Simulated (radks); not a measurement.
Spherical jellium clusters: N electrons in a uniform positive sphere of charge N and radius rs N^(1/3), rs = 4.35 bohr. Calculated with a radial shooting solver with Libxc functionals: non-relativistic Kohn-Sham, LDA (Slater exchange, Perdew-Wang correlation), spin-polarised, spherical densities. Levels are named by radial order and angular momentum (1s, 1p, 1d, 2s, ...), and open shells are averaged over m.

N = 17, configuration 1s2 1p6 1d(up 5, down 4). This is the lowest configuration that the search found. Occupied and some empty levels:

| level | occupation | eigenvalue (eV) | <r> (bohr) |
|---|---|---|---|
| 1s up | 1 | -4.5709 | 6.804 |
| 1s down | 1 | -4.5150 | 6.737 |
| 1p up | 3 | -3.8111 | 8.229 |
| 1p down | 3 | -3.7407 | 8.220 |
| 1d up | 5 | -2.8916 | 9.210 |
| 1d down | 4 | -2.8193 | 9.230 |
| 2s up | 0 | -2.5483 | 7.671 |
| 2s down | 0 | -2.5149 | 7.718 |
| 1f up | 0 | -1.8380 | 10.10 |
| 1f down | 0 | -1.7704 | 10.14 |
| 2p up | 0 | -1.3615 | 9.640 |
| 2p down | 0 | -1.3261 | 9.682 |

Energy (eV): total -31.4606, kinetic 25.407, external -834.08, Hartree 413.11, exchange-correlation -57.756, background 421.85.
